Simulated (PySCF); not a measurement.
## Basis-set dependence of excited states

C₂H₆OSSi.
SMILES: `[SiH3]O[C@H]1CS1`

TDDFT with PBE0 (PySCF), vertical singlets, core orbitals frozen in the response, spherical d and f functions. Isolated species at its PBE0-D3(BJ)/def2-SVP geometry (one conformer only).

Task: How do the low singlets change with the basis? Take 6-31G*, def2-SVP, 6-31+G*, def2-SVPD, aug-cc-pVDZ, def2-TZVP and def2-TZVPD.

Result: 

```csv
basis,functions,diffuse,S1 (eV),S2 (eV),S3 (eV),S4 (eV),S5 (eV),LUMO (eV),α (au)
6-31G*,90,no,5.13,6.16,7.02,7.12,7.37,0.33,58.7
def2-SVP,108,no,5.21,6.32,7.19,7.26,7.53,0.39,60.4
6-31+G*,110,yes,4.96,5.75,6.10,6.28,6.67,-0.15,67.2
def2-SVPD,162,yes,4.98,5.96,6.21,6.63,6.89,-0.11,73.9
aug-cc-pVDZ,177,yes,4.98,5.68,5.96,6.11,6.36,-0.18,75.0
def2-TZVP,203,no,4.95,5.98,6.64,6.90,7.13,-0.01,69.3
def2-TZVPD,257,yes,4.87,5.77,6.04,6.29,6.56,-0.20,75.0
```

States are compared by their number. Against the largest diffuse basis here (def2-TZVPD, itself not a converged limit), sets without diffuse functions differ by up to 0.35 eV in S1 and 0.97 eV in S5; the smaller diffuse sets differ by up to 0.12 and 0.33 eV. State by state, the largest deviation of a set without diffuse functions is S1 0.35, S2 0.54, S3 1.14, S4 0.97, S5 0.97 eV. The same number needn't mean the same state in each row. Against def2-TZVPD the polarisability deviates by -22% in 6-31G*, -19% in def2-SVP, -10% in 6-31+G*, -1% in def2-SVPD, 0% in aug-cc-pVDZ, -8% in def2-TZVP. A single + in a Pople set puts diffuse functions on heavy atoms only.

Without π bonds the low states are Rydberg-like; a valence basis with one diffuse set may place them up to an eV too high.
